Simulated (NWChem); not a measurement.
Molecule: C$_{3}$HClF$_{2}$; SMILES FC(F)=C=CCl

```xyz
7

F      0.1974     2.1772     1.0883
C     -0.0187     1.4478     0.0000
F      0.1974     2.1772    -1.0883
C     -0.4079     0.1901     0.0000
C     -0.7829    -1.0694     0.0000
Cl     0.3260    -2.4237     0.0000
H     -1.8371    -1.3970     0.0000
```
Atoms are numbered in this order, from 1.

Program: NWChem. Geometry: optimised at PBE-D3(BJ)/def2-SVP. Ions are spin-unrestricted doublets at the neutral geometry; other ion states weren't tried. Functional: LC-ωPBE (HJS hole) with def2-SVP; rows give the range parameter ω in 1/bohr.

Question: At which range parameter does −ε(HOMO) equal the ΔSCF ionisation energy (optimal tuning)?

Answer: about 0.37 per bohr, by linear interpolation in these runs:
```
range parameter (1/bohr)  vertical ionisation energy, ΔSCF (eV)  −ε(HOMO) (eV)  ΔSCF minus −ε(HOMO) (eV)
------------------------  -------------------------------------  -------------  ------------------------
0.15                                                       9.96           8.61                      1.35
0.20                                                      10.02           9.15                      0.87
0.25                                                      10.09           9.61                      0.48
0.60                                                      10.50          11.38                     -0.88
0.80                                                      10.59          11.76                     -1.17
```
